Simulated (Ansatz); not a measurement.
CH$_{7}$AlSn (`[CH3][AlH][SnH3]`). Total charge 0; spin multiplicity 1. Sn takes the def2 core potential.

```xyz
10

C     1.049   -0.536   -1.650
Al   -0.578    0.030   -0.734
Sn   -0.644    0.473    1.890
H     0.891   -1.507   -2.133
H     1.915   -0.623   -0.991
H     1.299    0.168   -2.451
H    -1.916    0.234   -1.571
H    -1.120    2.075    2.274
H     0.864    0.230    2.667
H    -1.761   -0.545    2.699
```

(1) What are the harmonic wavenumbers in cm⁻¹ at PBE0-D4/def2-TZVP (Ansatz, finite differences of forces, unscaled)? (Estimate.)

## Answers

(1) Ansatz gave: 14, 19, 112, 264, 286, 342, 393, 545, 622, 650, 679, 738, 740, 763, 1215, 1433, 1440, 1896, 1909, 1911, 1912, 3032, 3103, 3138.
